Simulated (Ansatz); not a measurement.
H3F3GeOSi (SMILES [F][Ge]([F])([F])[O][SiH3]), singlet, at the geometry of the source list; CASSCF(6,6)/STO-3G (Ansatz, an electronic-structure program).

Ansatz was given this input:
Ansatz 0.2 input:
```yaml
crystal:
  periodic: [false, false, false]
  atoms:
    - {symbol: F, position_ang: [2.31170000, -0.42100000, -1.24130000]}
    - {symbol: Ge, position_ang: [1.49920000, 0.16900000, 0.11660000]}
    - {symbol: F, position_ang: [2.39310000, -0.28480000, 1.46670000]}
    - {symbol: F, position_ang: [1.56380000, 1.85640000, 0.01720000]}
    - {symbol: O, position_ang: [-0.03660000, -0.42770000, 0.20990000]}
    - {symbol: Si, position_ang: [-1.66210000, -0.24150000, -0.09690000]}
    - {symbol: H, position_ang: [-1.81360000, 0.41760000, -1.39430000]}
    - {symbol: H, position_ang: [-2.17920000, 0.57240000, 1.00280000]}
    - {symbol: H, position_ang: [-2.07620000, -1.64030000, -0.08080000]}
basis:
  gaussian:
    orbitals: STO-3G
hamiltonian:
  xc: hf
magnetization: {spin_polarized: false}
correlation: {active_space: {window: {electrons: 6, orbitals: 6}}}
```

The log (banner, timings and long lists left out):

```
Functional definition: HF
621 factors; integrals over basis functions are off by at most 3.2e-5 eV
mean field evaluation 1: about -73661.5379 eV, gradient 2.8e1 eV
mean field evaluation 2: about -73661.6459 eV, gradient 2.9e1 eV
mean field evaluation 4: about -73665.2699 eV, gradient 1.9e0 eV
mean field evaluation 8: about -73665.2889 eV, gradient 3.6e-2 eV
mean field -73665.28891794 eV, -2707.1494356080 hartree, gradient 1.5e-6 eV, S^2 0.000000; 0 other end points of the search recorded, 0 dependent functions left out
reference -73665.28891794 eV, -2707.1494356080 hartree; 42, 42 occupied and 8, 8 virtual orbitals, 621 factors
state -73666.59242301 eV, -2707.1973385359 hartree
Total energy: -73666.59242301 eV, -2707.1973385359 hartree
```
